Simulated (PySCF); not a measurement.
PySCF was given this input:
```python
from pyscf import gto, scf, dft

mol = gto.M(
    atom='''
F    -0.86383509   -1.20521111   -0.44452213
As    0.01084277   -0.00481260    0.37118157
F     1.46023873   -0.12505297   -0.49840690
F    -0.63616046    1.34791028   -0.41807005
''',
    basis='sto-3g',
    charge=1,
    spin=1,
    verbose=4,
)

mf = dft.UKS(mol)
mf.xc = 'b3lyp'
mf.kernel()
```

Question: What does this run give for the nuclear repulsion energy, number of basis functions, total energy?

Answer: 
```json
{
  "nuclear_repulsion_energy": "328.4125 Eh",
  "number_of_basis_functions": "33",
  "total_energy": "-2505.4427 Eh"
}
```

These values belong to the state on which the SCF converged, which isn't shown to be the lowest.
